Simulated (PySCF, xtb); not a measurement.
C₂H₆INSi, SMILES CN(C)[Si]I (connectivity only; charge and spin as stated), neutral, multiplicity 1.

The structure is a stationary point at B3LYP-D3(BJ)/def2-SVP. The def2 effective core potentials stand for the cores of I; spin–orbit coupling is left out. Other conformers were not sampled.

Level of theory: IEF-PCM-M06-2X/def2-SVP run with PySCF 2.14.0.

The values are the electrostatic part of the solvation free energy, E(continuum) − E(gas) at the gas-phase geometry, in a cavity of scaled van der Waals radii (PySCF's table); cavitation and dispersion terms are not included. In vacuum the orbital gap is 6.70 eV. The dipole moment in vacuum is 3.98 D.

**Question.** Estimate the values in water (ε = 78.36), n-hexane (ε = 1.88), toluene (ε = 2.37). (An estimate is asked for; the answer gives what the named calculation found.)

**Answer.** 
```csv
solvent,ε,ΔG(elec) (kcal/mol),dipole (D),gap (eV)
water,78.36,-3.4,5.47,6.86
n-hexane,1.88,-1.2,4.50,6.76
toluene,2.37,-1.6,4.66,6.78
```

For comparison, GFN2-xTB/ALPB(water) (xtb, at the GFN2-xTB geometry, all terms of that model) gives -1.6 kcal/mol.
